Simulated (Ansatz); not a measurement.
```yaml
crystal:
  periodic: [false, false, false]
  atoms:
    - {symbol: C, position_ang: [-0.795700, -1.319256, 0.715685]}
    - {symbol: C, position_ang: [-0.777440, -0.377573, -0.454098]}
    - {symbol: F, position_ang: [-0.228975, -1.018795, -1.535080]}
    - {symbol: F, position_ang: [-2.066409, -0.089817, -0.805884]}
    - {symbol: C, position_ang: [1.730777, 0.889326, 0.195358]}
    - {symbol: C, position_ang: [1.430777, 0.839326, -0.104642]}
    - {symbol: F, position_ang: [1.973221, 2.082072, -0.149631]}
    - {symbol: F, position_ang: [1.741481, 0.315919, 1.112817]}
    - {symbol: H, position_ang: [0.216048, -1.621584, 0.979943]}
    - {symbol: H, position_ang: [-1.254439, -0.833358, 1.576868]}
    - {symbol: H, position_ang: [-1.380808, -2.198228, 0.444577]}
    - {symbol: H, position_ang: [-0.250159, 1.535351, -1.180016]}
    - {symbol: H, position_ang: [-0.478518, 1.483568, 0.574822]}
    - {symbol: H, position_ang: [1.918834, 0.225914, -0.867047]}
basis:
  gaussian: {orbitals: "6-31G*", final_grid: {core_spheres: 5, valence_spheres: 4, degree: 11}}
magnetization: {spin_polarized: true, initial_magnetization: 2}
hamiltonian: {xc: {name: RPBE}, dispersion: d4}
output: {forces: true}
```

```sh
$ ansatz run in.yaml --threads 2 --pin off --events-out ev --progress --plain --max-ram 32768MiB --backend cpu
```

Shortened log:

```
Functional definition: RPBE
  name "RPBE"
  cite "Hammer, Hansen & Nørskov, Phys. Rev. B 59, 7413 (1999) doi:10.1103/PhysRevB.59.7413"
  cite "Perdew, Burke & Ernzerhof, Phys. Rev. Lett. 77, 3865 (1996) doi:10.1103/PhysRevLett.77.3865"
  parameter kappa = 0.804
  parameter beta = 0.06672455060314922
  exchange = rpbe_x(kappa = kappa, mu = beta*pi^2/3)
  correlation = pbe_c(beta = beta)
1436 factors; their error is unknown
mean field evaluation 1: about -14842.6939 eV, gradient 8.8e1 eV
mean field evaluation 2: about -14656.9424 eV, gradient 1.8e2 eV
mean field evaluation 4: about -14864.5105 eV, gradient 4.9e1 eV
mean field evaluation 8: about -14876.9780 eV, gradient 7.8e0 eV
mean field evaluation 16: about -14877.3808 eV, gradient 1.5e-1 eV
mean field evaluation 32: about -14877.2586 eV, gradient 1.5e-4 eV
mean field -14877.25859338 eV, -546.7291691387 hartree, gradient 1.4e-5 eV, S^2 2.019533; 4 other end points of the search recorded, 0 dependent functions left out
the calculation of the forces begins
reference -14877.25862412 eV, -546.7291702685 hartree; 34, 32 occupied and 98, 100 virtual orbitals, 1436 factors
Total energy: -14878.40757834 eV, -546.7713935570 hartree
Atom 0 at    -0.795700    -1.319256     0.715685 Å, force     0.048070     0.011103     0.431702 eV/Å
Atom 1 at    -0.777440    -0.377573    -0.454098 Å, force    -0.799555    -0.206735     0.371165 eV/Å
Atom 2 at    -0.228975    -1.018795    -1.535080 Å, force     0.827181    -0.034119    -0.598936 eV/Å
Atom 3 at    -2.066409    -0.089817    -0.805884 Å, force     0.036853     0.566892     0.176028 eV/Å
Atom 4 at     1.730777     0.889326     0.195358 Å, force   719.571164   117.820510   732.462617 eV/Å
Atom 5 at     1.430777     0.839326    -0.104642 Å, force  -744.275181  -130.069250  -766.970033 eV/Å
Atom 6 at     1.973221     2.082072    -0.149631 Å, force    12.774862    32.485374    -2.201050 eV/Å
Atom 7 at     1.741481     0.315919     1.112817 Å, force    10.852538   -16.963929    43.106468 eV/Å
Atom 8 at     0.216048    -1.621584     0.979943 Å, force     0.384655    -0.221170     0.034729 eV/Å
Atom 9 at    -1.254439    -0.833358     1.576868 Å, force    -0.105499     0.139131     0.387734 eV/Å
Atom 10 at    -1.380808    -2.198228     0.444577 Å, force    -0.172429    -0.377963    -0.259849 eV/Å
Atom 11 at    -0.250159     1.535351    -1.180016 Å, force     0.229635     0.275488     0.026335 eV/Å
Atom 12 at    -0.478518     1.483568     0.574822 Å, force    -0.002839     0.011972    -0.123378 eV/Å
Atom 13 at     1.918834     0.225914    -0.867047 Å, force     0.630545    -3.437304    -6.843532 eV/Å
Dipole moment:     0.937729    -0.423393     0.387430 e Å
```

In this input one atom was put on top of another. The run converged. The result belongs to that input, not to the molecule as meant.
